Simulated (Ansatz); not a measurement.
The cluster Sn₂F⁺ (the lowest singlet isomer of a short search), 3 atoms. Hardware: 4 threads of Arm Neoverse V2 on a shared host.

In the def2 sets Sn takes a core potential; there is no spin–orbit coupling. Correlated methods freeze 9 core orbitals; core or outer-core shells of Sn are correlated, in sets that lack core-valence functions.

How many basis functions does each of these Ansatz runs have, and roughly what does it cost? PBE with 5 % exact exchange/def2-TZVP, charge 1 triplet, energy, from earlier orbitals; PBE with 35 % exact exchange/def2-TZVP, charge 1 triplet, energy, from earlier orbitals; r2SCAN-D4/def2-TZVP, charge 0 doublet at the geometry of the charge 1 singlet, energy, from earlier orbitals; B2PLYP/def2-TZVP, charge 1 triplet, energy, from earlier orbitals; PBE with 50 % exact exchange/def2-TZVP, charge 1 quintet, energy, from earlier orbitals; PBE0-D4/def2-TZVP, charge 1 unrestricted singlet, energy, from earlier orbitals; PBE with 35 % exact exchange/def2-TZVP, charge 1 quintet, energy, from earlier orbitals; r2SCAN-D4/def2-TZVP, charge 1 triplet, relaxation, 4 steps; PBE with 10 % exact exchange/def2-TZVP, charge 1 quintet, energy, from earlier orbitals; r2SCAN-D4/def2-TZVP, charge 1 quintet, energy, from earlier orbitals; PBE0-D4/def2-TZVP, charge 0 doublet at the geometry of the charge 1 singlet, energy, from earlier orbitals; PBE0-D4/def2-TZVP, charge 1 singlet, energy and forces, from earlier orbitals.

Other jobs shared the machine, so times can vary by a factor of up to 3. A dash marks memory too small to be measured apart from the calling script's.

| run | functions | fitting or Cholesky vectors | wall time | peak host memory (GiB) |
| --- | --- | --- | --- | --- |
| PBE0-D4/def2-TZVP, charge 1 singlet, energy and forces, from earlier orbitals | 131 | 1078 | 1.5 s | – |
| PBE with 5 % exact exchange/def2-TZVP, charge 1 triplet, energy, from earlier orbitals | 131 | 932 | 1.9 s | – |
| PBE with 35 % exact exchange/def2-TZVP, charge 1 triplet, energy, from earlier orbitals | 131 | 1111 | 2 s | – |
| PBE with 35 % exact exchange/def2-TZVP, charge 1 quintet, energy, from earlier orbitals | 131 | 1111 | 2.3 s | – |
| PBE with 10 % exact exchange/def2-TZVP, charge 1 quintet, energy, from earlier orbitals | 131 | 962 | 2.3 s | – |
| PBE0-D4/def2-TZVP, charge 0 doublet at the geometry of the charge 1 singlet, energy, from earlier orbitals | 131 | 1078 | 2.6 s | – |
| PBE with 50 % exact exchange/def2-TZVP, charge 1 quintet, energy, from earlier orbitals | 131 | 1143 | 2.7 s | – |
| B2PLYP/def2-TZVP, charge 1 triplet, energy, from earlier orbitals | 131 | 1169 | 3.2 s | – |
| r2SCAN-D4/def2-TZVP, charge 1 quintet, energy, from earlier orbitals | 131 | 932 | 3.6 s | – |
| r2SCAN-D4/def2-TZVP, charge 0 doublet at the geometry of the charge 1 singlet, energy, from earlier orbitals | 131 | 932 | 4.4 s | – |
| r2SCAN-D4/def2-TZVP, charge 1 triplet, relaxation, 4 steps | 131 | 932 | 9 s | – |
| PBE0-D4/def2-TZVP, charge 1 unrestricted singlet, energy, from earlier orbitals | 131 | 1078 | 9.5 s | – |
